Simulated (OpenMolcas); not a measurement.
**Ni VIII: the spin-orbit constant, Racah parameters, worked from levels**

- Program: OpenMolcas 26.06
- Basis: ANO-RCC-VDZ [5s4p2d]
- Scalar Hamiltonian: DKH2, point nucleus
- Active space: 3 electrons in 5 orbitals (3d)
- State averaging: 2S+1 = 4 even, 10 roots; 2S+1 = 2 even, 40 roots (35 in the spin-orbit step)
- Spin-orbit coupling: RASSI with atomic mean-field integrals over the reference wave functions, term energies averaged over their components

Methods: CASSCF; SS-CASPT2, IPEA 0.25 Eh, imaginary shift 0.1 Eh (closed shells correlated: 3s 3p). Measured levels: Corliss and Sugar, J. Phys. Chem. Ref. Data 10, 197 (1981).

**The spin-orbit constant.** For the Hund term 4F of d3, E(J) = (A/2) J(J+1) + constant and ζ = 2S·A = 3A. From J = 3/2 to J = 9/2 the energy changes by 10.5 A.

| Source | E(9/2) - E(3/2) | A | ζ |
| --- | --- | --- | --- |
| CASSCF | 3749.8 | 357.1 | 1071 |
| SS-CASPT2 | 3765.5 | 358.6 | 1076 |
| measured | 3721.0 | 354.4 | 1063 |

All in cm-1. SS-CASPT2 is off by +1.2 % and CASSCF by +0.8 %. Both methods take the spin-orbit matrix elements from the reference wave functions, so the second can move ζ only through the term energies and any multistate remixing. Second-order mixing with other terms is absorbed into this ζ.

**Racah parameters.** Above 4F, d3 has 4P at 15B, 2G at 4B + 3C and 2H at 9B + 3C. The first two fix B and C, and the third tests them; where it misses by thousands of cm-1, two parameters do not describe the configuration (Trees and configuration-interaction terms are left out) and B and C hang on the terms chosen. Term energies are centres of gravity, weighted by 2J + 1.

```
   Source     4P     2G     B     C   C/B  2H from B, C  2H found
   CASSCF  26657  27482  1777  6791  3.82         36366     36689
SS-CASPT2  23016  26242  1534  6701  4.37         33909     36944
```

Energies in cm-1. From CASSCF to SS-CASPT2, B changes by -13.7 % and C by -1.3 %.

Term energies are means over components that CASPT2 splits; among the terms shown or strongly mixed into the levels shown the widest spread is 1800 cm-1 (3d3 2H, SS-CASPT2). Some high roots are left out of the spin-orbit mixing, which shifts the levels that they would mix with. The basis is small and was not contracted for so high a charge. Without dynamic correlation excited terms often stand tens of per cent too high (terms of higher spin than the ground term too low), and those without a measured partner can miss by more than the paired ones (holds for CASSCF). Computed and measured levels are paired by configuration, term and J; levels that our copy of the source lacks, or whose pairing is in doubt (as where it misses far off the trend of its configuration), stay unpaired and out of the deviations. Levels of configurations outside the active space are missing.
